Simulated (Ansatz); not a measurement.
Consider the ligand exchange at the Si–C bond: `C[Si](Cl)(Cl)Cl` + `O[Si](F)(F)F` → `F[Si](F)(F)O[Si](Cl)(Cl)Cl` + CH₄.

Calculated with Ansatz (gas phase, PBE0-D4/def2-TZVP geometries, no zero-point term in ΔE). CCSD(T)/CBS adds triple-zeta CCSD(T) − MP2 to the extrapolated MP2 energy (def2 sets, frozen cores). This one scheme is used for every species. Functionals use def2-TZVPP. One conformer a species, not always the lowest.

```json
{"species": "`C[Si](Cl)(Cl)Cl`", "PBE energy (Eh)": "-1709.48089"}
{"species": "`O[Si](F)(F)F`", "PBE energy (Eh)": "-664.78321"}
{"species": "`F[Si](F)(F)O[Si](Cl)(Cl)Cl`", "PBE energy (Eh)": "-2333.83371"}
{"species": "CH₄", "PBE energy (Eh)": "-40.46430"}
```

Q: Work out ΔE.

A: ΔE = (-2333.83371) + (-40.46430) − (-1709.48089) − (-664.78321) = -0.03391 Eh = -0.92 eV. CCSD(T)/CBS gives -1.09 eV.

Largest T1 diagnostic among the species: 0.011.

In def2-TZVPP, CCSD(T) changes the Hartree–Fock value by +0.16 eV (the triples alone add +0.02 eV) and MP2 by +0.17 eV. The D4 term adds −0.09 eV with B3LYP and −0.06 eV with PBE0; it sums over pairs of atoms, weighted by their polarisabilities, and B3LYP, whose exchange is more repulsive, gets the larger term. From PBE to PBE0 (25 % exact exchange), in def2-TZVPP and without D4, ΔE moves by −0.05 eV.

B3LYP here is the variant with VWN-RPA as its local correlation; programs differ in this.
